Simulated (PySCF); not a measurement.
**GeO⁺ at PBE0**

Computed with PBE0; PySCF, no relativity, basis sets Ge pcseg-1, O pcseg-1.

For GeO⁺, the state is ²Σ⁺ (doublet), unpaired electrons σ ↑, a second solution, started from another occupation, the bond length is 1.676 Å and the harmonic wavenumber is 820 cm⁻¹. The force constant is 5.20 mdyn/Å. The rotational constant Be is 0.4562 cm⁻¹ and the anharmonicity ωexe is 3.59 cm⁻¹. The vibration–rotation constant αe is 0.00334 cm⁻¹. The energy of the minimum from ground-state Ge⁺ + O is -3.18 eV, the bond order (Mayer) is 1.79 and the dipole moment (positive dipole points towards O; it is taken about the centre of mass and depends on that origin) is -3.32 D.

Spin–orbit coupling is left out. For an ion De counts to the pair picked by the measured ionisation energies or electron affinities, which need not be the lowest pair at this level.
